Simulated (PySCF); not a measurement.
## What went wrong, or what changed?

The sound run of [La(H2O)3]3+ (singlet) uses PySCF 2.14.0, RKS r2SCAN, La lcecp-1-SVP with ECP46, O def2-SVP, H def2-SVP; non-relativistic Hamiltonian with scalar-relativistic core potentials where named; density fitting; no spin-orbit coupling, grid (50, 194), threshold 1e-8 and 55 cycles at the relaxed geometry. This run, with dm0 from free metal ions and neutral atoms, differs:

```python
mol = gto.M(atom='''
La     0.00000    -0.00000    -0.00000
O      2.41553     0.00001    -0.00000
H      3.03372    -0.75542     0.15362
H      3.03371     0.75545    -0.15362
O     -1.20777     2.09190     0.00000
H     -0.86265     3.00498     0.15362
H     -2.17109     2.24955    -0.15362
O     -1.20775    -2.09192    -0.00000
H     -2.17107    -2.24957     0.15362
H     -0.86262    -3.00499    -0.15362''',
    basis={'La': 'lcecp-1-SVP', 'O': 'def2-SVP', 'H': 'def2-SVP'},
    ecp={'La': 'lcecp-1-SVP'},
    charge=3, spin=0)
mf = dft.RKS(mol, xc='R2SCAN')
mf.grids.atom_grid = (15, 26)  # f atoms: unpruned
mf = mf.density_fit()  # fitting sets: La AutoAux, O def2-universal-JKFIT, H def2-universal-JKFIT
mf.conv_tol = 1e-08; mf.max_cycle = 55
mf.kernel(dm0)
mf.nuc_grad_method().kernel()
```

**Question.** What was changed, and how did it end?

**Answer.** The integration grid was changed. It converged in 10 cycles, 0.012 eV from the sound run, largest force component 11.48 eV/Å. These settings are unsound on purpose: the numbers aren't the compound's.
```
init E= -250.607243132413
cycle= 1 E= -257.463146375257  delta_E= -6.86  |g|= 3.34  |ddm|= 3.08
cycle= 2 E= -245.066505763065  delta_E= 12.4  |g|= 6.09  |ddm|=  7.5
cycle= 3 E= -259.313223248938  delta_E= -14.2  |g|= 0.865  |ddm|=  7.2
cycle= 4 E= -259.537455865753  delta_E= -0.224  |g|= 0.281  |ddm|= 1.51
cycle= 5 E= -259.551664383065  delta_E= -0.0142  |g|= 0.0694  |ddm|= 0.184
...
cycle= 8 E= -259.552621799804  delta_E= -3.33e-06  |g|= 0.000507  |ddm|= 0.00426
cycle= 9 E= -259.552621849665  delta_E= -4.99e-08  |g|= 0.00011  |ddm|= 0.000523
cycle= 10 E= -259.552621852578  delta_E= -2.91e-09  |g|= 1.88e-05  |ddm|= 0.00013
Extra cycle  E= -259.552621852572  delta_E= 6.25e-12  |g|= 2.16e-05  |ddm|= 4.79e-05
converged SCF energy = -259.552621852572
```

Run from Python with OMP_NUM_THREADS=2; the lines above give its settings. Where DIIS fails, smearing, a level shift and second-order steps follow.
It took 7.2 s on 2 threads of AMD EPYC 7R43 64-Core Processor (Zen 3) (shared host).

No frequency check is given that shows the relaxed geometry to be a minimum.
